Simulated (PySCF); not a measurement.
C3H10ClNSi, SMILES CN(C)[Si@@H](C)Cl.

Geometry: B3LYP-D3(BJ)/def2-SVP. The structure was generated by enumeration; whether it is a known compound was not checked. Other conformers were not sampled.

Method: PBE/def2-TZVP run with PySCF.

Gas-phase values at a fixed geometry.

The total energy comes out as -924.37294 hartree and the highest occupied level is -5.39 eV. The lowest empty level is 0.26 eV, the orbital gap is 5.64 eV and the dipole moment is 2.19 D. The quadrupole, principal values (traceless, Buckingham form, about the centre of nuclear charge) is -5.67, 1.13, 4.54 D·Å. The mean static polarisability comes out as 85.2 bohr³ (12.62 Å³) and the polarisability, principal values is 77.0, 85.2, 93.3 bohr³.
